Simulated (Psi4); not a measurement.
H$_{4}$O$_{4}$P (SMILES O=P(O)(O)[OH2+]), charge +1, singlet, geometry from GFN2-xTB, atoms displaced at random by about 0.03 Å a coordinate; TPSS/6-31G, gradient (Psi4).

Input for Psi4:
```
memory 2 GB

molecule {
1 1
O     0.32962407    1.41995798   -0.64195956
P    -0.16171758    0.21290270   -0.05167997
O    -0.40794162    0.12427187    1.44146074
O    -1.18174708   -0.70531202   -0.69476269
O     1.28812425   -0.98543059   -0.07384424
H    -0.37866120    0.98293627    1.94753778
H    -1.32620048   -0.54629598   -1.60111559
H     2.15489377   -0.61526504   -0.15220734
H     1.26675804   -1.76433297    0.51047681
symmetry c1
no_reorient
no_com
}

set {
  basis 6-31g
}

gradient('tpss')
print_variables()
```

Output, abridged:

```
gradient() will perform analytic gradient computation.

   => Loading Basis Set <=

    Name: 6-31G
    Role: ORBITAL
    Keyword: BASIS

         ---------------------------------------------------------
                                   SCF
               by Justin Turney, Rob Parrish, Andy Simmonett
                          and Daniel G. A. Smith
                              RKS Reference
         ---------------------------------------------------------

  ==> Geometry <==

    Molecular point group: c1
    Full point group: C1

    Geometry (in Angstrom), charge = 1, multiplicity = 1:

       Center              X                  Y                   Z               Mass
    ------------   -----------------  -----------------  -----------------  -----------------
         O            0.329624070000     1.419957980000    -0.641959560000    15.994914619570
         P           -0.161717580000     0.212902700000    -0.051679970000    30.973761998420
         O           -0.407941620000     0.124271870000     1.441460740000    15.994914619570
         O           -1.181747080000    -0.705312020000    -0.694762690000    15.994914619570
         O            1.288124250000    -0.985430590000    -0.073844240000    15.994914619570
         H           -0.378661200000     0.982936270000     1.947537780000     1.007825032230
         H           -1.326200480000    -0.546295980000    -1.601115590000     1.007825032230
         H            2.154893770000    -0.615265040000    -0.152207340000     1.007825032230
         H            1.266758040000    -1.764332970000     0.510476810000     1.007825032230

  Running in c1 symmetry.

  Rotational constants: A =      0.15062  B =      0.13905  C =      0.13526 [cm^-1]
  Rotational constants: A =   4515.60654  B =   4168.52568  C =   4054.97274 [MHz]
  Nuclear repulsion =  290.819163635396933

  Charge       = 1
  Multiplicity = 1
  Electrons    = 50
  Nalpha       = 25
  Nbeta        = 25

  ==> Algorithm <==

  SCF Algorithm Type is DF.
  DIIS enabled.
  MOM disabled.
  Fractional occupation disabled.
  Guess Type is SAD.
  Energy threshold   = 1.00e-08
  Density threshold  = 1.00e-08
  Integral threshold = 1.00e-12

  ==> Primary Basis <==

  Basis Set: 6-31G
    Blend: 6-31G
    Number of shells: 35
    Number of basis functions: 57
    Number of Cartesian functions: 57
    Spherical Harmonics?: false
    Max angular momentum: 1

  ==> DFT Potential <==

   => LibXC <=

    Version 7.1.2
    S. Lehtola, C. Steigemann, M. J. T. Oliveira, and M. A. L. Marques,  SoftwareX 7, 1–5 (2018) (10.1016/j.softx.2017.11.002)

   => Composite Functional: TPSS <=

    TPSS Meta-GGA XC Functional

    J. Tao, et al., Phys. Rev. Lett., 91, 146401, 2003

    Deriv               =              1
    GGA                 =           TRUE
    Meta                =           TRUE

    Exchange Hybrid     =          FALSE
    MP2 Hybrid          =          FALSE

   => Exchange Functionals <=

    1.0000   XC_MGGA_X_TPSS

   => Correlation Functionals <=

    1.0000   XC_MGGA_C_TPSS

   => LibXC Density Thresholds  <==

    XC_MGGA_C_TPSS:  1.00E-15
    XC_MGGA_X_TPSS:  1.00E-15

   => Molecular Quadrature <=

    Radial Scheme          =       TREUTLER
    Pruning Scheme         =           NONE
    Nuclear Scheme         =       TREUTLER

    Blocking Scheme        =         OCTREE
    BS radius alpha        =              1
    Pruning alpha          =              1
    Radial Points          =             75
    Spherical Points       =            302
    Total Points           =         193775
    Total Blocks           =           1479
    Max Points             =            256
    Max Functions          =             55
    Weights Tolerance      =       1.00E-15

   => Loading Basis Set <=

    Name: (6-31G AUX)
    Role: JKFIT
    Keyword: DF_BASIS_SCF

  ==> Integral Setup <==

  SCF_SUBTYPE=INCORE selected. In-core MEM_DF algorithm will be used.
  Using in-core AOs.

[...]
  @DF-RKS Final Energy:  -644.16323415058901
    Total Energy =                       -644.1632341505890054
[...]
         O            0.329624070000     1.419957980000    -0.641959560000    15.994914619570
         P           -0.161717580000     0.212902700000    -0.051679970000    30.973761998420
         O           -0.407941620000     0.124271870000     1.441460740000    15.994914619570
         O           -1.181747080000    -0.705312020000    -0.694762690000    15.994914619570
         O            1.288124250000    -0.985430590000    -0.073844240000    15.994914619570
         H           -0.378661200000     0.982936270000     1.947537780000     1.007825032230
         H           -1.326200480000    -0.546295980000    -1.601115590000     1.007825032230
         H            2.154893770000    -0.615265040000    -0.152207340000     1.007825032230
         H            1.266758040000    -1.764332970000     0.510476810000     1.007825032230

  Nuclear repulsion =  290.819163635396933

  ==> Basis Set <==

  Basis Set: 6-31G
    Blend: 6-31G
    Number of shells: 35
    Number of basis functions: 57
    Number of Cartesian functions: 57
    Spherical Harmonics?: false
    Max angular momentum: 1

  ==> DFJKGrad: Density-Fitted SCF Gradients <==

    Gradient:                    1
    J tasked:                  Yes
    K tasked:                   No
    wK tasked:                  No
    Integrals threads:           1
    Schwarz Cutoff:          1E-12
    Fitting Condition:       1E-10

   => Auxiliary Basis Set <=

  Basis Set: (6-31G AUX)
    Blend: CC-PVDZ-JKFIT
    Number of shells: 168
    Number of basis functions: 554
    Number of Cartesian functions: 554
    Spherical Harmonics?: false
    Max angular momentum: 3

  ==> DFT Potential <==

   => LibXC <=

    Version 7.1.2
    S. Lehtola, C. Steigemann, M. J. T. Oliveira, and M. A. L. Marques,  SoftwareX 7, 1–5 (2018) (10.1016/j.softx.2017.11.002)

   => Composite Functional: TPSS <=

    TPSS Meta-GGA XC Functional

    J. Tao, et al., Phys. Rev. Lett., 91, 146401, 2003

    Deriv               =              1
    GGA                 =           TRUE
    Meta                =           TRUE

    Exchange Hybrid     =          FALSE
    MP2 Hybrid          =          FALSE

   => Exchange Functionals <=

    1.0000   XC_MGGA_X_TPSS

   => Correlation Functionals <=

    1.0000   XC_MGGA_C_TPSS

   => LibXC Density Thresholds  <==

    XC_MGGA_C_TPSS:  1.00E-15
    XC_MGGA_X_TPSS:  1.00E-15

   => Molecular Quadrature <=

    Radial Scheme          =       TREUTLER
    Pruning Scheme         =           NONE
    Nuclear Scheme         =       TREUTLER

    Blocking Scheme        =         OCTREE
    BS radius alpha        =              1
    Pruning alpha          =              1
    Radial Points          =             75
    Spherical Points       =            302
    Total Points           =         193775
    Total Blocks           =           1479
    Max Points             =            256
    Max Functions          =             55
    Weights Tolerance      =       1.00E-15

  -Total Gradient:
     Atom            X                  Y                   Z
    ------   -----------------  -----------------  -----------------
       1       -0.067734140305    -0.156081294560     0.081943776092
       2       -0.034064063043     0.041304582742    -0.001986618444
       3        0.022457017263    -0.004143796174    -0.138892599615
       4        0.073241880381     0.082612156967     0.007926041362
       5        0.018272711934     0.017563270066    -0.008014816679
       6        0.003254860814     0.012965327864    -0.008982017338
       7        0.023074855282     0.006065304342     0.062089610912
       8       -0.040094177917    -0.015479097909     0.009862618879
       9        0.001700853079     0.015284600907    -0.003885968426

  Variable Map:
  ----------------------------------------------------------------------------
[...]
  Array Variable Map:
  ----------------------------------------------------------------------------
[...]
[...]
```
